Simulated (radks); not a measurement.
Polarisability of the potassium ion K+, [Ar], at imaginary frequency. All-electron calculation, non-relativistic Kohn-Sham, exchange-only LDA, spin-polarised, spherical densities, point nucleus. Program: a radial shooting solver on a logarithmic mesh with Libxc functionals. Response by self-consistent Sternheimer equations with the Hartree and adiabatic exchange-only LDA kernel.

w (hartree),alpha1(iw) (bohr^3),alpha2(iw) (bohr^5)
0.00266,5.918,19.41
0.0143,5.916,19.41
0.0360,5.908,19.39
0.0697,5.884,19.33
0.118,5.821,19.18
0.186,5.685,18.86
0.280,5.419,18.21
0.413,4.945,17.02
0.605,4.196,15.06
0.892,3.185,12.20
1.35,2.076,8.657
2.12,1.121,5.084
3.59,0.4895,2.298
6.94,0.1662,0.7174
17.5,0.03697,0.1222

Static values: alpha1 = 5.918 bohr^3 (0.8769 angstrom^3; uncoupled 9.182), alpha2 = 19.41 bohr^5, alpha3 = 135.8 bohr^7. C6 = 25.70, C8 = 464.1, triple-dipole C9 = 111.5 atomic units. One-pole (London) frequency 4 C6 / (3 alpha1^2) = 0.979 hartree, against 0.863 for minus the highest occupied eigenvalue. The dipole shielding factor is 0.948, as the force sum rule N/Z = 0.947 demands.
